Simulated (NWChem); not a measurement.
System: AlF₂ cation; SMILES [Al+]([F])[F]

Here is an NWChem input.

```
start job
memory heap 200 mb stack 900 mb global 1100 mb
charge 1
geometry units angstroms noautoz
  Al     0.000000     0.000000     0.000000
  F      0.000000     0.000000     1.601877
  F      0.000000     0.000000    -1.601877
end
basis spherical
  Al library cc-pvqz
  F library cc-pvqz
end
dft
  xc b3lyp
  iterations 150
  mulliken
end
task dft energy
```

Output (shortened):

```
             Northwest Computational Chemistry Package (NWChem) 7.3.0
             --------------------------------------------------------

 ORDER OF PRIMARY AXIS IS BEING SET TO 4
 D4H symmetry detected

                             Geometry "geometry" -> ""
                             -------------------------

 Output coordinates in angstroms (scale by  1.889725989 to convert to a.u.)

  No.       Tag          Charge          X              Y              Z
 ---- ---------------- ---------- -------------- -------------- --------------
    1 Al                  13.0000     0.00000000     0.00000000     0.00000000
    2 F                    9.0000     0.00000000     0.00000000     1.60187700
    3 F                    9.0000     0.00000000     0.00000000    -1.60187700

 Effective nuclear repulsion energy (a.u.)      90.6805921119

      Symmetry information
      --------------------

 Group name             D4h
 Group number             28
 Group order              16
 No. of unique centers     2

                                 NWChem DFT Module
                                 -----------------

 Summary of "ao basis" -> "ao basis" (spherical)
 ------------------------------------------------------------------------------
       Tag                 Description            Shells   Functions and Types
 ---------------- ------------------------------  ------  ---------------------
 Al                         cc-pvqz                 17       59   6s5p3d2f1g
 F                          cc-pvqz                 15       55   5s4p3d2f1g

      Symmetry analysis of basis
      --------------------------

        a1g        27
        a1u         1
        a2g         2
        a2u        23
        b1g        10
        b1u         8
        b2g        10
        b2u         8
        eg         36
        eu         44

            General Information
            -------------------
          SCF calculation type: DFT
          Wavefunction type:  closed shell.
          No. of atoms     :     3
          No. of electrons :    30
           Alpha electrons :    15
            Beta electrons :    15
          Charge           :     1
          Spin multiplicity:     1
          Use of symmetry is: on ; symmetry adaption is: on
          Maximum number of iterations: 150
          AO basis - number of functions:   169
                     number of shells:    47
          Convergence on energy requested:  1.00D-06
          Convergence on density requested:  1.00D-05
          Convergence on gradient requested:  5.00D-04

              XC Information
              --------------
                         B3LYP Method XC Potential
                     Hartree-Fock (Exact) Exchange  0.200
                        Slater Exchange Functional  0.800 local
                    Becke 1988 Exchange Functional  0.720 non-local
              Lee-Yang-Parr Correlation Functional  0.810
                  VWN I RPA Correlation Functional  0.190 local

             Grid Information
             ----------------
          Grid used for XC integration:  medium
          Radial quadrature: Mura-Knowles
          Angular quadrature: Lebedev.
          Tag              B.-S. Rad. Rad. Pts. Rad. Cut. Ang. Pts.
          ---              ---------- --------- --------- ---------
          Al                  1.25       88           8.0       590
          F                   0.50       49           8.0       434
          Grid pruning is: on
          Number of quadrature shells:   137
          Spatial weights used:  Erf1

      Superposition of Atomic Density Guess
      -------------------------------------

 Sum of atomic energies:        -440.72019037

 Renormalizing density from      31.00 to     30

      Non-variational initial energy
      ------------------------------

 Total energy =    -431.920859
 1-e energy   =    -769.311472
 2-e energy   =     246.710021
 HOMO         =      -1.119320
 LUMO         =      -0.523567

      Symmetry analysis of molecular orbitals - initial
      -------------------------------------------------

 !! scf_movecs_sym_adapt:   42 vectors were symmetry contaminated

  Symmetry fudging

 !! scf_movecs_sym_adapt:   40 vectors were symmetry contaminated

  Numbering of irreducible representations:

     1 a1g         2 a1u         3 a2g         4 a2u         5 b1g
     6 b1u         7 b2g         8 b2u         9 eg         10 eu

  Orbital symmetries:

     1 a1g         2 a1g         3 a2u         4 a1g         5 a2u
     6 eu          7 eu          8 a1g         9 a2u        10 a1g
    11 a2u        12 eu         13 eu         14 eg         15 eg
    16 a1g        17 eu         18 eu         19 a2u        20 a1g
    21 eu         22 eu         23 b1g        24 b2g        25 eg

     ---------------------------------------------
      Total Density - Mulliken Population Analysis
     ---------------------------------------------

    Atom       Charge   Shell Charges
 -----------   ------   -------------------------------------------------------
    1 Al  13    10.88   2.00  2.19 -0.21  0.23  0.13  0.01  6.88 -0.85  0.18  0.04  0.01  0.00  0.08  0.09 -0.01  0.07  0.03
    2 F    9     9.56   2.00 -0.04  0.48  1.09  0.39  0.70  1.89  2.34  0.68  0.00  0.00  0.01  0.00  0.00  0.00
    3 F    9     9.56   2.00 -0.04  0.48  1.09  0.39  0.70  1.89  2.34  0.68  0.00  0.00  0.01  0.00  0.00  0.00

[...]
```

Level: B3LYP/cc-pVQZ. Structure relaxed at the B3LYP/6-31G* (spherical d) level.
